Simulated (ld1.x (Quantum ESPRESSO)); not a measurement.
Before and after: TM potential for V

V (Z = 23), norm-conserving Troullier–Martins (Kleinman–Bylander form), made with ld1.x (Quantum ESPRESSO) 7.5 (PBE, scalar-relativistic). Core [Ar], reference 3d3 4s1 4p1. Waves: 4s (bound): rc 2.15 bohr; 4p (bound): rc 3.55 bohr; 3d (bound): rc 1.30 bohr. Local part: the d channel. Core correction: a·sin(br)/r model core inside 1.00 bohr.

Change: wave 4s (bound): rc 2.15 bohr becomes 4s (bound): rc 1.40 bohr.

Cutoffs: the cutoffs (Ry, on a coarse ladder) from which the occupation-weighted sum of valence levels, in a spherical-Bessel basis at the reference potential, stays within 10 and 1 mRy of its value at 400 Ry; they do not see the model core or the augmentation charge, which bear on the density cutoff. Errors are all-electron minus pseudo energies relative to the spin-unpolarised reference configuration.

Q: How do hardness, ghosts and transferability respond?

A: The potential gets harder (110 Ry and 140 Ry → 180 Ry and 300 Ry); both files keep a bound ghost (p, s); the number of tests that count goes from 7 to 6; of the 6 tests that both files solve, the error grows in 5 and shrinks in 1 by more than 15 % and 0.3 meV (median size 2.7 → 7.3 meV). A smaller radius makes the pseudo-wave follow the all-electron one further in, where it bends more sharply, so more plane waves are needed.

```csv
quantity,base,changed
"cutoff, loose",110 Ry,180 Ry
"cutoff, tight",140 Ry,300 Ry
loose cutoff by channel (10 mRy a level),"s 8 Ry, p 6 Ry, d 100 Ry","s 180 Ry, p 6 Ry, d 100 Ry"
bound ghosts,"s, p","p, s"
"tests counted (converged, no solver errors)",7 of 7,6 of 7
"error for 3d3 4s2 4p0, meV [ΔE -3.35 eV]",-0.5,-7.7
"error for 3d3 4s1 4p0, meV [ΔE 4.39 eV]",-3.0,-6.0
"error for 3d3 4s0 4p0, meV [ΔE 18.68 eV]",-26,-18
"error for 3d1 4s0 4p0, meV [ΔE 93.45 eV]",-2043,-2420
"error for 3d3 4s0 4p1, meV [ΔE 8.49 eV]",-2.5,-6.4
"error for 3d3 4s1.5 4p0, meV [ΔE -0.26 eV]",-1.0,-7.0
s: phases at 3.84 bohr within 0.05 rad from the reference energy up to (Ry; the scan ends near 5),0.7,1.3
p: phases at 3.84 bohr within 0.05 rad from the reference energy up to (Ry; the scan ends near 5),1.3,1.3
d: phases at 3.84 bohr within 0.05 rad from the reference energy up to (Ry; the scan ends near 5),2.9,2.9
```

Changed file: Tests not counted: 3d3.5 4s1.5 4p0 (solver errors, printed error -148 eV). A true bound ghost makes a file unfit for plane-wave use even where its test errors are small: the radial tests pick states by their node count and pass the ghost by. Where a test does run into it, the solver fails or the error is huge.
